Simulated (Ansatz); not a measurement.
# ClGeH2Si: where a starting geometry ends

The starting geometry of this gas-phase doublet was optimised with GFN2-xTB.

| atom | x (Å) | y (Å) | z (Å) |
| --- | --- | --- | --- |
| Cl | 0.6768 | -3.1209 | -1.5799 |
| Ge | -0.6648 | -1.6471 | -2.4767 |
| Si | -1.9243 | -0.8763 | -0.6633 |
| H | -2.3592 | 0.4991 | -0.9917 |
| H | -2.4855 | -1.0517 | 0.6899 |

Q: Where would you expect an optimisation with B3LYP-D3(BJ)/def2-SVP to take it?

A: It keeps its bonds.

The energy falls by 0.25 eV over 10 steps:

| step | E − E(last) (eV) |
| --- | --- |
| 1 | 0.249 |
| 2 | 0.116 |
| 3 | 0.062 |
| 4 | 0.039 |
| 5 | 0.006 |
| 6 | 0.000 |
| 7 | 0.000 |
| 8 | 0.000 |
| 9 | 0.000 |
| 10 | 0.000 |

Final geometry (Å):

```xyz
5

Cl    0.3026   -3.2201   -1.2961
Ge   -0.4305   -1.5168   -2.5569
Si   -1.8631   -0.6940   -0.8001
H    -2.7343    0.5178   -0.9313
H    -2.0318   -1.2838    0.5628
```

No frequencies were run, so the end isn't proven a minimum. Open shells are spin-unrestricted. Run with Ansatz 0.2.0, 110 s on 1 thread of Intel(R) Xeon(R) Processor @ 2.50GHz (Skylake/Cascade Lake) (shared host).
